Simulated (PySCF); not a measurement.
C2H7Ga. Atoms are numbered in the order given.

```xyz
10

Ga    -0.0630    -0.8243     0.0000
H      0.9165    -2.0641     0.0000
H     -1.6240    -1.0751     0.0000
C      0.6698     1.0238     0.0000
C     -0.3568     2.1610     0.0000
H      1.3431     1.0977    -0.8746
H      1.3431     1.0977     0.8746
H     -1.0135     2.1177     0.8845
H     -1.0135     2.1177    -0.8845
H      0.1240     3.1545     0.0000
```

Geometry optimised at B3LYP-D3(BJ)/def2-SVP. The structure was generated by enumeration; whether it is a known compound was not checked.

Computed with PySCF 2.14.0 with TDDFT-PBE/def2-SVPD.

Vertical excitations.  State labels are in the subgroup Cs.

Computed excitation energies, oscillator strengths and character:
```csv
state,symmetry,energy (eV),λ (nm),f,main pairs
S1,A",4.22,294,0.001,HOMO→LUMO 100 %
S2,A",4.91,253,0.000,HOMO−1→LUMO 100 %
S3,A',6.11,203,0.003,HOMO−2→LUMO 96 %
S4,A',6.25,198,0.005,HOMO→LUMO+1 90 %
S5,A",6.74,184,0.001,HOMO−3→LUMO 99 %
S6,A',6.84,181,0.019,HOMO−1→LUMO+1 85 %
S7,A',6.91,179,0.198,HOMO→LUMO+2 74 %
S8,A',7.22,172,0.002,"HOMO→LUMO+3 75 %, HOMO→LUMO+4 21 %"
S9,A',7.27,171,0.107,"HOMO→LUMO+4 77 %, HOMO→LUMO+3 18 %"
S10,A',7.47,166,0.137,"HOMO−1→LUMO+2 74 %, HOMO−1→LUMO+4 17 %"
T1,A",3.92,317,0,HOMO→LUMO 100 %
T2,A",4.46,278,0,HOMO−1→LUMO 100 %
T3,A',5.93,209,0,"HOMO−2→LUMO 67 %, HOMO→LUMO+1 28 %"
T4,A',5.98,207,0,"HOMO→LUMO+1 60 %, HOMO−2→LUMO 33 %"
```
Triplets are in the Tamm–Dancoff approximation, which puts them higher than full response would, so one can lie above its singlet here.
